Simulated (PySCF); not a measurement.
C9H6N4, SMILES N1=CC=C2N3C(=NC=C2)N=CC=C13. Coordinates come from a PBE0-D3(BJ)/def2-SVP optimisation.

All values below come from PBE0-D3(BJ)/def2-SVP (PySCF).

Harmonic wavenumbers (cm⁻¹): 108, 144, 212, 247, 452, 473, 483, 489, 495, 497, 517, 599, 672, 708, 753, 772, 805, 833, 840, 841, 865, 873, 1004, 1009, 1015, 1062, 1083, 1107, 1119, 1150, 1178, 1200, 1275, 1302, 1321, 1351, 1402, 1440, 1456, 1556, 1588, 1661, 1667, 1714, 1725, 3174, 3183, 3185, 3255, 3259, 3273. Rotational constants (GHz): 1.208, 1.147, 0.5881; symmetry number 1.

Question: Work out the zero-point energy and the ideal-gas rigid-rotor harmonic-oscillator thermochemistry at 298.15 K and 1 atm.

Answer: ZPE = ½ Σ hcν = ½ × 62392 cm⁻¹ = 373.19 kJ/mol. H − E(el) = 397.20 kJ/mol. Entropy in J/(mol K): translation 172.81, rotation 127.02, vibration 76.03, total 375.85. G − E(el) = 285.14 kJ/mol. Cp = 150.82 J/(mol K). Modes under 150 cm⁻¹ make the vibrational entropy uncertain.
